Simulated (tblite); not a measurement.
C3H6F2S2Si.
Geometry (GFN2-xTB, Å), atoms numbered from 1 in this order:
```xyz
14
C3H6F2S2Si angstrom
F     -2.027    1.153   -1.422
C     -1.519    0.635   -0.285
F     -2.579    0.177    0.425
C     -0.558   -0.512   -0.583
C     -0.083   -1.185    0.690
S      0.955   -0.074    1.704
Si     2.075    0.742    0.069
S      0.849    0.100   -1.577
H     -1.054    1.452    0.289
H     -1.079   -1.236   -1.217
H     -0.930   -1.469    1.313
H      0.504   -2.073    0.452
H      2.076    2.186    0.195
H      3.370    0.104   -0.076
```

Computed with GFN2-xTB (tblite): harmonic, unscaled wavenumbers at the GFN2-xTB geometry, gas phase. This tight-binding method is rough: wavenumbers can miss measured ones by several per cent, in bad cases by 10 to 20. Modes of hydrogen on silicon can be 10 to 20 % off. One conformer, not necessarily the lowest.

Harmonic wavenumbers (cm⁻¹): 54.0, 61.6, 106.0, 171.5, 259.5, 287.9, 380.3, 387.4, 485.6, 491.9, 497.9, 504.5, 529.7, 572.7, 648.3, 683.4, 752.4, 757.5, 874.9, 991.3, 1032.3, 1050.9, 1090.9, 1141.0, 1169.9, 1200.8, 1244.1, 1260.3, 1307.6, 1438.2, 2358.6, 2371.1, 2895.9, 2960.0, 2993.5, 3002.3.

A = 1763, B = 996.0, C = 757.9 MHz; mass 171.965 u (most abundant isotopes); point group C1, symmetry number 1.

Task: What is the zero-point energy?

Result: Half the sum of the wavenumbers: 19008 cm⁻¹ = 227.38 kJ/mol.

Task: What is S at 350 K and 1 bar for an ideal gas of classical rigid rotors and harmonic oscillators?

Result: Translation 176.38, rotation 126.97, vibration 127.75: S = 431.1 J/(mol K).

Task: And Cp and H(350 K) − H(0)?

Result: Cp = 167.68 J/(mol K), of which vibrations give 134.42 (their classical limit is 36 R = 299.3); H(350 K) − H(0) = 35.35 kJ/mol without the zero-point energy, 23.71 from vibrations.

Task: Blend soft modes into free rotors: weight 1/[1 + (100 cm⁻¹/ν̃)⁴] for the oscillator and the rest for a rotor with moment μB/(μ + B), μ = h/(8π²ν), B = 10⁻⁴⁴ kg m². What vibrational entropy results?

Result: 116.70 J/(mol K) in place of 127.75, which changes −T·S at 350 K by +3.87 kJ/mol.

Task: Which modes carry the vibrational entropy at 350 K?

Result: 54.0 cm⁻¹: 20.85; 61.6 cm⁻¹: 19.76; 106.0 cm⁻¹: 15.29; 171.5 cm⁻¹: 11.39; 259.5 cm⁻¹: 8.16; 287.9 cm⁻¹: 7.38 J/(mol K); the other 30 give 44.92 together.

Task: How do the functions run with temperature in this model?

Result: 
```json
{"T (K)": "100", "S (J/(mol K))": "292.5", "Cp (J/(mol K))": "70.2", "H − H(0) (kJ/mol)": "5.13", "G − H(0) (kJ/mol)": "-24.12", "ln q(vib)": "1.53"}
{"T (K)": "200", "S (J/(mol K))": "353.7", "Cp (J/(mol K))": "111.8", "H − H(0) (kJ/mol)": "14.20", "G − H(0) (kJ/mol)": "-56.54", "ln q(vib)": "3.75"}
{"T (K)": "300", "S (J/(mol K))": "406.6", "Cp (J/(mol K))": "150.8", "H − H(0) (kJ/mol)": "27.38", "G − H(0) (kJ/mol)": "-94.59", "ln q(vib)": "6.05"}
{"T (K)": "500", "S (J/(mol K))": "498.0", "Cp (J/(mol K))": "207.3", "H − H(0) (kJ/mol)": "63.66", "G − H(0) (kJ/mol)": "-185.34", "ln q(vib)": "10.67"}
{"T (K)": "800", "S (J/(mol K))": "606.7", "Cp (J/(mol K))": "253.9", "H − H(0) (kJ/mol)": "133.61", "G − H(0) (kJ/mol)": "-351.79", "ln q(vib)": "17.10"}
{"T (K)": "1000", "S (J/(mol K))": "665.5", "Cp (J/(mol K))": "272.5", "H − H(0) (kJ/mol)": "186.36", "G − H(0) (kJ/mol)": "-479.16", "ln q(vib)": "20.95"}
```

q(vib) and H(0) count from the zero-point level.

Hindered rotation and anharmonicity are outside this model. Other conformers, if any are populated, would add a mixing term that is left out. The structure is chiral; the term R ln 2 for an equal mix with its mirror image is left out.
